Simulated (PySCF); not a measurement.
Breaking a bond: KF, singlet.

Computed with: UKS-M06-2X = unrestricted M06-2X/def2-SVP in PySCF; RCCSD = CCSD on RHF/def2-SVP, 6 core orbitals frozen (PySCF 2.14.0); UHF/def2-SVP (PySCF); UKS-BHandHLYP = unrestricted BHandHLYP/def2-SVP (PySCF 2.14.0); UKS-CAM-B3LYP = unrestricted CAM-B3LYP/def2-SVP run with PySCF.

Energies are in eV, each relative to the lowest point of its own curve near equilibrium.

| R / Å | UKS-M06-2X | RCCSD | UHF | UKS-BHandHLYP | UKS-CAM-B3LYP |
|---|---|---|---|---|---|
| 1.64 | 3.451 | 3.749 | 3.853 | 3.455 | 3.341 |
| 1.75 | 1.726 | 1.932 | 1.996 | 1.728 | 1.656 |
| 1.84 | 0.874 | 1.017 | 1.059 | 0.874 | 0.827 |
| 1.98 | 0.199 | 0.263 | 0.283 | 0.197 | 0.177 |
| 2.06 | 0.044 | 0.075 | 0.086 | 0.044 | 0.035 |
| 2.15 | 0.000 | 0.000 | 0.003 | 0.000 | 0.000 |
| 2.19 | 0.014 | 0.000 | 0.000 | 0.013 | 0.016 |
| 2.25 | 0.062 | 0.030 | 0.026 | 0.059 | 0.067 |
| 2.32 | 0.150 | 0.099 | 0.090 | 0.144 | 0.156 |
| 2.43 | 0.333 | 0.256 | 0.241 | 0.322 | 0.339 |
| 2.51 | 0.486 | 0.393 | 0.375 | 0.472 | 0.491 |
| 2.71 | 0.894 | 0.770 | 0.747 | 0.872 | 0.894 |
| 2.97 | 1.412 | 1.265 | 1.234 | 1.385 | 1.411 |
| 3.29 | 1.986 | 1.830 | 1.785 | 1.957 | 1.987 |
| 3.57 | 2.423 | 2.278 | 2.217 | 2.400 | 2.432 |
| 3.95 | 2.942 | 2.823 | 2.742 | 2.912 | 2.943 |
| 4.34 | 3.383 | 3.304 | 2.760 | 3.249 | 3.308 |
| 4.83 | 3.753 | 3.779 | 2.764 | 3.519 | 3.614 |
| 5.30 | 3.943 | — | 2.765 | 3.686 | 3.811 |
| 5.88 | 4.095 | — | 2.766 | 3.823 | 3.977 |
| 6.64 | 4.221 | — | 2.766 | 3.931 | 4.115 |
| 7.66 | 4.319 | — | 2.766 | 4.009 | 4.224 |
| 8.73 | 4.375 | — | 2.766 | 4.052 | 4.291 |

At the longest distance, 8.73 Å, UKS-M06-2X lies highest above its minimum (4.375 eV) and UHF lowest (2.766 eV).

Dashes: no converged value, or the column stops at the first point that the program doubted or that broke a chosen test of continuity, which isn't proof of a fault.

The unrestricted determinant behind UKS-M06-2X is spin-contaminated at 4.34 to 8.73 Å (<S²> up to 0.7, against 0.00 for a pure singlet). At the longest distance UKS-M06-2X, UKS-BHandHLYP, UKS-CAM-B3LYP leaves fractional charges on the fragments, a sign of delocalisation error or of the restricted form. The T1 diagnostic of CCSD on the restricted reference of RCCSD exceeds 0.045 at 4.34 to 5.88 Å. The unrestricted determinant behind UHF is spin-contaminated at 4.34 to 8.73 Å (<S²> up to 1.0, against 0.00 for a pure singlet). The unrestricted determinant behind UKS-BHandHLYP is spin-contaminated at 3.95 to 8.73 Å (<S²> up to 0.8, against 0.00 for a pure singlet). The unrestricted determinant behind UKS-CAM-B3LYP is spin-contaminated at 3.95 to 8.73 Å (<S²> up to 0.7, against 0.00 for a pure singlet).
